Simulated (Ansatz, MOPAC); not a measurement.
Molecule: AgH, charge 0, multiplicity 1. SMILES: [AgH]

Atoms: Ag1, H2. Bonds: Ag1-H2.

Bond lengths (Å) and angles (degrees) optimised at PM6 with MOPAC; PM7 with MOPAC; HF/STO-3G with Ansatz (a program for electronic structure); HF/6-31G* with LANL2DZ past Ar with Ansatz, each started from the B3LYP-D3(BJ)/def2-TZVP structure (Ansatz) of the last column. A row stands for all coordinates that are equal there. 6-31G* holds six Cartesian d functions.

```csv
coordinate,PM6,PM7,HF/STO-3G,HF/6-31G* with LANL2DZ past Ar,B3LYP-D3(BJ)/def2-TZVP
Ag1-H2,1.631,1.636,1.403,1.726,1.619
```

Mean signed difference of all 1 bond lengths from B3LYP-D3(BJ)/def2-TZVP: PM6 0.012 Å, PM7 0.017 Å, HF/STO-3G -0.216 Å, HF/6-31G* with LANL2DZ past Ar 0.107 Å.
